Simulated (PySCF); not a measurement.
Run record: geometry optimisation, WO2Me2 (`[CH3][W]([CH3])(=[O])=[O]`).

Computed with PBE0-D3(BJ)/def2-SVP geometry optimisation, gas phase, def2 core potentials past Kr (PySCF 2.14.0). Start geometry: GFN2-xTB. The input is one job of a driver script: a line of settings, then coordinates in Å.

Input:
```
{"job": {"xc": "PBE0", "basis": "def2-SVP", "d3": "d3bj", "grid": 1, "maxiter": 30, "shake": 0.03, "kind": "geom"}, "charge": 0, "multiplicity": 1}
W      0.871770    -0.072270     0.578660
O      0.640400    -0.006250     2.238290
O      2.269200    -0.007690    -0.189350
C     -0.206810     1.752100    -0.231400
H      0.052160     2.703070     0.107110
H     -1.391680     1.740460     0.051050
H     -0.253360     1.816480    -1.325200
C     -0.258170    -1.730330    -0.220130
H     -0.433310    -1.706620    -1.249310
H     -1.335770    -1.843450     0.241120
H      0.143630    -2.731010     0.030050
```

Output:
```
step   0  E = -296.95868446  max force = 0.236417
step   1  E = -297.01390801  max force = 0.050236
step   2  E = -297.02139958  max force = 0.022974
step   3  E = -297.02246636  max force = 0.012189
step   4  E = -297.02298909  max force = 0.002994
step   5  E = -297.02303686  max force = 0.000754
step   6  E = -297.02305820  max force = 0.000937
step   7  E = -297.02306508  max force = 0.000526
step   8  E = -297.02306745  max force = 0.000356
optimisation converged
```

Energies in Eh; «max force» is the largest Cartesian gradient component in Eh/bohr.

Give the first gradient maximum in eV/Å.

With 1 Eh/bohr = 51.422 eV/Å, 12.157 eV/Å.

How much energy does the optimisation release, in kJ/mol?

E(step 0) − E(last step) = 0.064383 Eh, which is 169.0 kJ/mol.

Summary of the converged run: final energy -297.02307 Eh after 8 steps; dipole 3.93 D.

Give the final coordinates.

0.119 Å rms from the input after alignment:
```
atom  x, y, z in Å
W1     0.6406   -0.0094    0.4581
O2     0.6363    0.0049    2.1608
O3     2.2426   -0.0258   -0.1165
C4    -0.2843    1.7563   -0.2262
H5     0.1997    2.6573    0.1839
H6    -1.3436    1.7657    0.0865
H7    -0.2287    1.8089   -1.3275
C8    -0.3105   -1.7713   -0.2010
H9    -0.3662   -1.7614   -1.3045
H10   -1.3304   -1.8357    0.2154
H11    0.2425   -2.6749    0.1019
```

Estimate the wall time. Hardware: one thread, Arm Neoverse V1 (aarch64), shared host with 32 logical CPUs at a one-minute load of 18. And the peak memory of the process?

About 70 s, with 0.47 GiB resident at the peak, the Python interpreter and its libraries included.
Labels such as C1 count atoms from 1, the log's own numbers from 0.
